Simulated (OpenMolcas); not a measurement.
# What dynamic correlation does to the levels of Tb I

```json
{
  "Program": "OpenMolcas",
  "Basis": "ANO-RCC-VTZP [8s7p5d3f2g1h]",
  "Scalar Hamiltonian": "DKH2, point nucleus",
  "Active space": "9 electrons in 7 orbitals (4f)",
  "State averaging": "2S+1 = 6 odd, 21 roots; 2S+1 = 4 odd, 224 roots (115 in the spin-orbit step); 2S+1 = 2 odd, 82 roots kept (CI in the orbitals of an earlier block)",
  "Spin-orbit coupling": "state interaction with AMFI integrals over the reference wave functions, term energies averaged over their components"
}
```

Methods on the same reference wave functions:
A. CASSCF
B. SS-CASPT2, IPEA 0.25 Eh, imaginary shift 0.1 Eh (closed shells correlated: 5s 5p 6s)
C. MS-CASPT2, IPEA 0.25 Eh, imaginary shift 0.1 Eh (closed shells correlated: 5s 5p 6s)

Energies in cm-1 above 4f9 6s2 6H* 15/2, the measured ground level; measured values from NIST Handbook of Basic Atomic Spectroscopic Data.

| Level | A | B | C | Measured |
| --- | --- | --- | --- | --- |
| 4f9 6s2 6H* 15/2 | 0.0 | 0.0 | 0.0 | 0.0 |
| 4f9 6s2 6H* 13/2 | 2884 | 2930 | 2930 | 2772 |
| 4f9 6s2 6H* 11/2 | 5009 | 5010 | 5010 | 4670 |
| 4f9 6s2 6H* 9/2 | 6651 | 6620 | 6620 | 6175 |
| 4f9 6s2 6H* 7/2 | 7930 | 7870 | 7870 |  |
| 4f9 6s2 6F* 11/2 | 8768 | 6670 | 6670 |  |
| 4f9 6s2 6H* 5/2 | 8902 | 8830 | 8830 |  |
| 4f9 6s2 6F* 9/2 | 10066 | 7900 | 7900 |  |
| 4f9 6s2 6F* 7/2 | 11616 | 9470 | 9470 |  |
| 4f9 6s2 6F* 5/2 | 12832 | 10670 | 10670 |  |
| 4f9 6s2 6F* 3/2 | 13592 | 11390 | 11390 |  |
| 4f9 6s2 6F* 1/2 | 14004 | 11770 | 11770 |  |
| 4f9 6s2 4F* 9/2(1) [73 %] | 22683 | 19480 | 19480 |  |
| 4f9 6s2 4I* 15/2 [62 %] | 22827 | 20500 | 20500 |  |
| 4f9 6s2 4M* 21/2 | 24762 | 24080 | 24080 |  |
| 4f9 6s2 4G* 11/2(1) | 24859 | 21450 | 21450 |  |
| 4f9 6s2 4I* 13/2 | 25805 | 23320 | 23320 |  |
| 4f9 6s2 4M* 19/2 [62 %] | 26090 | 24980 | 24980 |  |
| 4f9 6s2 4F* 7/2(1) [65 %] | 26504 | 23160 | 23160 |  |
| 4f9 6s2 4I* 11/2 | 28275 | 25730 | 25730 |  |
| 4f9 6s2 4M* 17/2 [52 %] | 29269 | 27950 | 27950 |  |
| 4f9 6s2 4L* 19/2 [61 %] | 31052 | 29340 | 29340 |  |
| 4f9 6s2 4K* 15/2 [62 %] | 31307 | 29300 | 29300 |  |

Deviations, from unrounded energies. A percentage is the sum of absolute deviations over the sum of measured energies, with the sign that they share, or ± where signs differ.

```
                  Against measurement  Levels     A     B     C
       mean absolute deviation (cm-1)       3   310   310   310
fine structure of the ground term (%)       3  +6.8  +6.9  +6.9
```

A, B, C lie about equally close to measurement. The largest miss of A in the table is 4f9 6s2 6H* 9/2, by +480 cm-1. The ranking rests on the paired levels alone, and a cruder setting can come out closer through cancelling errors.

Between B and C no level of the table moves by more than 5 cm-1.

The two smallest mean deviations differ by little beside CASPT2's spread within terms, so their order carries little weight.

From A to B the spin-free energies of the other terms of 4f9 6s2 shown, above 6H*, scale by factors of 0.68 to 0.97.

The lowest spin-free term lies below A's lowest term by 0.862 hartree in B, 0.862 hartree in C.

CASPT2 does not keep the components of a term degenerate, so their means are used; among the terms shown or strongly mixed into the levels shown the widest spread is 360 cm-1 (4f9 6s2 6H*, C). High states are left out of the spin-orbit mixing, which shifts the levels that they would mix with. With the s shell closed, the reference lacks s² → p² mixing. Without dynamic correlation excited terms often stand tens of per cent too high (terms of higher spin than the ground term too low), and those without a measured partner can miss by more than the paired ones (holds for A). Blocks of more than 70 roots (2S+1 = 4 odd, 2 odd) ran without multistate coupling (holds for C). Computed and measured levels are paired by configuration, term and J; levels that our copy of the source lacks, or whose pairing is in doubt (as where it misses far off the trend of its configuration), stay unpaired and out of the deviations. Levels of configurations outside the active space are missing. The table leaves out levels that lie high or whose names do not pair safely across all columns.

A share in square brackets marks a mixed level and gives the weight of the term that names it, the lowest over the columns. A number in round brackets counts repeated terms of one configuration in the order of the reference energies. * marks odd parity.
